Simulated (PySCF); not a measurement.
# Rh¹³⁺: ionisation energy

Rh¹³⁺ [Ar] 3d10 4s2 4p2 [4p1/2^2, M_J = 0] → Rh¹⁴⁺ [Ar] 3d10 4s2 4p1 [4p1/2^1, M_J = 1/2], as a difference of total energies. Computed with PySCF 2.14 in an uncontracted even-tempered set (18 s from 0.58 bohr⁻², ratio 2.8; 14 p from 0.75 bohr⁻², ratio 2.8; 9 d from 1.3 bohr⁻², ratio 2.8; 4 f from 4.6 bohr⁻², ratio 3), with the two-component X2C-1e Hamiltonian. Correlated levels: [Ne] frozen; the 82 highest virtual spinors dropped. "Screened" scales the spin-orbit matrix elements by Boettger's factors to mimic the two-electron term; Breit and QED terms are absent.

```
                    method  ionisation energy (eV)
 GHF (screened spin-orbit)                  304.36
GMP2 (screened spin-orbit)                  305.84
```

Task: How much does correlation contribute at GMP2 (screened spin-orbit)?

Result: 305.84 − (304.36) = 1.48 eV, measured against GHF (screened spin-orbit).

Breit and QED terms and the two-electron picture change are absent.

The labels give the starting determinants; with spin-orbit coupling the two ends relaxed to ⟨J²⟩ = 0.05, ⟨L²⟩ = 1.37, ⟨S²⟩ = 1.37 and ⟨J²⟩ = 0.76, ⟨L²⟩ = 2.02, ⟨S²⟩ = 0.76.

For comparison: 306 ± 3 eV (theoretical estimate listed by NIST; NIST Atomic Spectra Database, ionization energies).
